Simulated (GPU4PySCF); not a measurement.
N-phenylbenzimidazole (C13H10N2), SMILES n1cn(c2ccccc21)-c1ccccc1.

Geometry optimised at r2SCAN-D4/def2-TZVP. One conformer was computed; it need not be the lowest.

Two levels are set side by side: TDDFT-PBE/def2-SVPD (GPU4PySCF) and TDDFT-ωB97X/def2-SVPD (GPU4PySCF). Vertical, same geometry. The lowest singlet is HOMO→LUMO+1 90 % with PBE and HOMO−1→LUMO+2 33 %, HOMO→LUMO 31 %, HOMO→LUMO+4 11 %, HOMO−1→LUMO+4 6 % with the other functional; states are paired by order. Differences are taken from unrounded values.

```csv
quantity,TDDFT-ωB97X
lowest singlet excitation (eV),5.12
lowest triplet excitation (TDA) (eV),3.85
first bright state (f over 0.05) (eV),5.12
its oscillator strength,0.05
```

Problem. What does TDDFT-PBE give, and how far is it from TDDFT-ωB97X? (Estimate from the structure and the level; the computed values follow.)

Solution. 
| quantity | TDDFT-PBE | TDDFT-PBE minus TDDFT-ωB97X |
|---|---|---|
| lowest singlet excitation (eV) | 3.97 | -1.15 |
| lowest triplet excitation (TDA) (eV) | 3.57 | -0.28 |
| first bright state (f over 0.05) (eV) | 3.99 | -1.13 |
| its oscillator strength | 0.09 | 0.03 |

A lower first singlet is the usual sign of a functional without exact exchange. Differences between two approximate levels are no errors against the true value.
